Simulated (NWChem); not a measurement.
System: C$_{2}$H$_{3}$O$_{2}$, doublet; SMILES O=C([O])C

Here is an NWChem input.

```
start job
memory heap 200 mb stack 900 mb global 1100 mb
geometry units angstroms noautosym nocenter noautoz
  C      0.021342     1.338101    -0.007262
  C     -0.007608    -0.149090    -0.004866
  O     -1.046835    -0.833116     0.113317
  O      1.012740    -0.868180    -0.101224
  H      0.378018     1.689391     0.973002
  H     -0.984769     1.738092    -0.189655
  H      0.723849     1.696337    -0.772761
end
basis spherical
  C library 6-31g*
  O library 6-31g*
  H library 6-31g*
end
dft
  odft
  mult 2
  xc pbe0
  iterations 150
end
cosmo
  do_cosmo_smd true
  solvent cychexan
end
task dft energy
```

Coordinates come from a PBE0/def2-SVP, spin-unrestricted optimisation. No stability test was run on the SCF state. Solvent: cyclohexane.

Level: PBE0/6-31G* with SMD (1 M gas to 1 M solution), gas-phase geometry. Reactions with the solvent are ignored.

### Question
What results follow from this input? (PBE0/6-31G* (spherical d), spin-unrestricted, SMD on the gas-phase geometry.) Quantities: solvation free energy (kcal/mol); cavity-dispersion-structure term (kcal/mol); dipole in solution (D).

### Answer
```yaml
solvation free energy (kcal/mol): -3.6
cavity-dispersion-structure term (kcal/mol): -1.4
dipole in solution (D): 3.40
```
